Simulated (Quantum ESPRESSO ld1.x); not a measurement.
Task: Radial electron density D(r) = 4 pi r^2 rho(r) of an atom or ion with 9 electrons. Method: non-relativistic Kohn-Sham, LDA (Slater exchange, VWN5 correlation), spin-polarised, spherical densities, point nucleus; computed with ld1.x of Quantum ESPRESSO 7.5.

```
   r/bohr * D(r) (the largest magnitude, 9.65, reaches the edge; | marks zero)
  0.01302 |   *
  0.01445 |    *
  0.01603 |     *
  0.01779 |      *
  0.01974 |        *
   0.0219 |         *
   0.0245 |           *
  0.02718 |             *
  0.03016 |                *
  0.03347 |                   *
  0.03713 |                      *
  0.04153 |                         *
  0.04609 |                             *
  0.05114 |                                *
  0.05674 |                                    *
  0.06296 |                                        *
  0.07042 |                                            *
  0.07814 |                                               *
  0.08671 |                                                  *
  0.09621 |                                                    *
   0.1068 |                                                      *
   0.1194 |                                                      *
   0.1325 |                                                     *
    0.147 |                                                   *
   0.1631 |                                                *
    0.181 |                                            *
   0.2008 |                                        *
   0.2246 |                                   *
   0.2493 |                              *
   0.2766 |                           *
   0.3069 |                        *
   0.3405 |                       *
   0.3809 |                       *
   0.4226 |                        *
    0.469 |                          *
   0.5204 |                             *
   0.5774 |                               *
   0.6458 |                                 *
   0.7166 |                                  *
   0.7951 |                                  *
   0.8823 |                                *
    0.979 |                             *
    1.095 |                         *
    1.215 |                     *
    1.348 |                 *
    1.496 |             *
     1.66 |          *
    1.842 |       *
     2.06 |    *
    2.286 |  *
    2.536 | *
    2.814 |*
    3.123 |*
    3.493 *
    3.876 *
    4.301 *
```

What is the nuclear charge?

Result: Z = 9. The innermost maximum, from 1s, lies near 1/Z = 0.111 bohr (found: 0.117), and its height grows with Z. The density is that of neutral fluorine in [He] 2s2 2p(up 2.5, down 2.5); the configuration itself is not fixed sharply by these data. D(r) has 2 maxima, at r = 0.117, 0.728 bohr, and minima at 0.357 bohr, inside which lie 2.21 electrons.
